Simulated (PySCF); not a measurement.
Ge(F)2(Br)(OH) (BrF2GeHO), SMILES [OH][Ge]([F])([F])[Br].

Geometry: r2SCAN-D4/def2-SVP. Other conformers were not sampled.

Two levels are set side by side: PBE/def2-TZVP (PySCF) and HF/def2-TZVP (PySCF). Same geometry, gas phase. Differences are taken from unrounded values.

```csv
quantity,HF
orbital gap (eV),14.86
highest occupied level (eV),-12.60
lowest empty level (eV),2.26
dipole moment (D),1.19
mean polarisability (bohr³),42.2
```

What does PBE give, and how far is it from HF? (Estimate from the structure and the level; the computed values follow.)


```
quantity                       PBE  PBE minus HF
---------------------------  -----  ------------
orbital gap (eV)              5.41         -9.45
highest occupied level (eV)  -8.08          4.52
lowest empty level (eV)      -2.67         -4.93
dipole moment (D)             1.14         -0.05
mean polarisability (bohr³)   49.3           7.1
```

Without exact exchange PBE keeps part of each electron's self-repulsion, which lifts occupied levels and narrows the gap. PBE's more diffuse valence density responds more strongly to a field. Differences between two approximate levels are no errors against the true value.

Rough cost on one machine, each run with all the roots and properties that it gave: HF against PBE within a factor of 2.
